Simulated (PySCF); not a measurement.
AgF (SMILES [F][Ag]), singlet, geometry from GFN2-xTB (such geometries of metal compounds can be far from the true shape) (all electrons, no relativity). Base run: BLYP/3-21G run with PySCF.

PySCF was given this input:
```python
from pyscf import gto, scf, dft

mol = gto.M(
    atom='''
Ag   -0.000000   -0.000000   -0.316785
F     0.000000    0.000000    1.654320
''',
    basis='3-21g',
    charge=0,
    spin=0,
    verbose=4,
)

mf = dft.RKS(mol)
mf.xc = 'blyp'
mf.kernel()
```

Variants of this job, named by their change:

| change | ΔE vs base (µEh) | SCF cycles | outcome |
|---|---|---|---|
| base | 0.0 | 11 | converged |
| level_shift = 1.0 (with mf.max_cycle = 100) | - | 100 | not converged |
| diis = off (with mf.max_cycle = 100) | - | 100 | not converged |
| conv_tol = 1e-7 | 0.0 | 10 | converged |
| level_shift = 0.1 (with mf.max_cycle = 100) | 0.0 | 20 | converged |
| solver = newton | 0.0 | - | converged |
| conv_tol_grad = 1e-3 | 0.0 | 11 | converged |
| diis_space = 2 | - | 50 | not converged |
| init_guess = atom | 0.0 | 11 | converged |
| init_guess = huckel | 0.0 | 15 | converged |
| conv_tol = 1e-11 | 0.0 | 12 | converged |
| init_guess = vsap | 0.0 | 14 | converged |
| DIIS = EDIIS | - | 50 | not converged |
